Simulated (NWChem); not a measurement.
System: SnH2OCl2; SMILES [OH][SnH]([Cl])[Cl]

```xyz
6

Sn    -0.3142     0.2946     0.0000
O     -1.9129    -0.8439     0.0000
Cl     0.9860    -0.2385     1.8685
Cl     0.9860    -0.2385    -1.8685
H     -0.8048     1.9164     0.0000
H     -1.7045    -1.7866     0.0000
```
Atoms are numbered in this order, from 1.

Results from NWChem. The geometry was optimised at PBE0/def2-SVP (def2 core potentials past Kr).

For level PBE0/STO-3G, non-relativistic:

| Item | Value |
|---|---|
| highest occupied level (eV) | -5.57 |
| orbital gap (eV) | 7.72 |
| dipole (D) | 2.54 |

Problem. How do the values read with level PBE0/3-21G, non-relativistic instead?

Solution. 
| Property | Value |
|---|---|
| highest occupied level (eV) | -9.07 |
| orbital gap (eV) | 7.08 |
| dipole (D) | 1.89 |
